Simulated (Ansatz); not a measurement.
Cost and result for the atomization energy of FH$_{8}$NSi$_{3}$ (`F[SiH2]N[SiH2][SiH3]`) (13 atoms, 12 bonds).

```xyz
13

F    -0.314    2.787    0.841
Si    0.927    1.824    1.158
N     0.541    0.175    0.953
Si    0.571   -0.751   -0.519
Si   -1.578   -1.432   -1.161
H     1.286    2.069    2.573
H     1.992    2.189    0.201
H     0.127   -0.282    1.755
H     1.167    0.136   -1.553
H     1.439   -1.954   -0.369
H    -2.430   -0.252   -1.470
H    -2.214   -2.194   -0.050
H    -1.515   -2.314   -2.359
```

Total charge 0; spin multiplicity 1. The geometry is a stationary point of PBE0-D4/def2-TZVP. It is one conformer, not always the lowest. Program: Ansatz. All runs use 4 threads of an Arm Neoverse V2 on a shared host. Times are those of one run each, without the atoms' runs, and a repeat can differ threefold. Electronic energies, without spin–orbit coupling; frozen cores. CCSD(T)/CBS adds CCSD(T) − MP2 in def2-TZVPP to the MP2 limit, and its time is that of the two runs behind it. T1 = 0.012. B3LYP takes the VWN-RPA correlation (the form of Gaussian; ORCA's B3LYP/G).

CCSD(T)/CBS is a level of theory with its own doubt, some kJ/mol a heavy atom from the limit and from the frozen cores, so smaller differences don't rank the functionals.

```json
{"level": "PBE-D4/def2-TZVPP (with forces)", "functions": "300", "wall time": "2.9 s"}
{"level": "PBE0-D4/def2-TZVPP", "functions": "300", "wall time": "3.6 s"}
{"level": "r2SCAN-D4/def2-TZVPP (with forces)", "functions": "300", "wall time": "5.5 s"}
{"level": "B3LYP-D4/def2-TZVPP (with forces)", "functions": "300", "wall time": "6 s"}
{"level": "B2PLYP/def2-TZVPP", "functions": "300", "wall time": "6.5 s"}
{"level": "ωB97X-V/def2-TZVPP", "functions": "300", "wall time": "9 s"}
{"level": "ωB97M-V/def2-TZVPP (with forces)", "functions": "300", "wall time": "14 s"}
{"level": "MP2/def2-QZVPP", "functions": "564", "wall time": "28 s"}
{"level": "CCSD(T)/def2-TZVPP", "functions": "300", "wall time": "4.4 min"}
{"level": "CCSD(T)/CBS(def2)", "functions": "–", "wall time": "4.8 min"}
```

(1) What atomization energy does each give, and how far from CCSD(T)/CBS? (Estimate.)

## Answers

(1) Ansatz gave: 
| level | atomization (kcal/mol) | difference from CCSD(T)/CBS | per bond |
| --- | --- | --- | --- |
| PBE-D4/def2-TZVPP (with forces) | 1008.0 | -10.0 | -0.8 |
| PBE0-D4/def2-TZVPP | 999.8 | -18.2 | -1.5 |
| r2SCAN-D4/def2-TZVPP (with forces) | 1010.8 | -7.2 | -0.6 |
| B3LYP-D4/def2-TZVPP (with forces) | 1014.4 | -3.6 | -0.3 |
| B2PLYP/def2-TZVPP | 1001.2 | -16.8 | -1.4 |
| ωB97X-V/def2-TZVPP | 1023.7 | 5.7 | 0.5 |
| ωB97M-V/def2-TZVPP (with forces) | 1016.4 | -1.6 | -0.1 |
| MP2/def2-QZVPP | 1009.3 | -8.7 | -0.7 |
| CCSD(T)/def2-TZVPP | 988.1 | -29.9 | -2.5 |
| CCSD(T)/CBS(def2) | 1018.0 | 0.0 | 0.0 |

From PBE to PBE0 (25 % exact exchange), in def2-TZVPP and without D4, the atomization energy moves by −7.1 kcal/mol: exact exchange takes away binding that semilocal exchange gives to molecules. In def2-TZVPP, CCSD(T) changes the Hartree–Fock value by +231.7 kcal/mol (the triples alone add +10.5 kcal/mol) and MP2 by +234.7 kcal/mol; breaking electron pairs costs correlation energy, which Hartree–Fock lacks. The D4 term adds +11.7 kcal/mol with B3LYP and +6.2 kcal/mol with PBE0; it sums over pairs of atoms, weighted by their polarisabilities, and B3LYP, whose exchange is more repulsive, gets the larger term.
